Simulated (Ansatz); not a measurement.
Basis-set extrapolation for `C[SiH]1BP1` (PBE0-D4/def2-TZVP geometry, frozen core, the Gaussian-basis code of Ansatz). Multiplicity 1, RHF reference.

|  | def2-TZVPP | def2-QZVPP |
| --- | --- | --- |
| HF | -695.708645 | -695.729941 |
| MP2 correlation | -0.550553 | -0.588570 |
| CCSD(T) correlation | -0.632192 | not run |

Energies in hartree. Use E(X) = E(∞) + A·exp(−7.88·√X) for Hartree–Fock and E(X) = E(∞) + B·X^(−2.97) for correlation, with X = 3 and 4, and add CCSD(T) minus MP2 of the smaller set to the MP2 limit.

What is the CCSD(T) energy at the basis-set limit?

HF limit: -695.729941 + (-0.021296) × 0.13774 = -695.73287. MP2 limit: -0.588570 + (-0.038017) × 0.74074 = -0.61673. Higher-order term: -0.632192 − (-0.550553) = -0.08164. Total: -696.43124 hartree, 237.4 kJ/mol below CCSD(T)/def2-TZVPP.
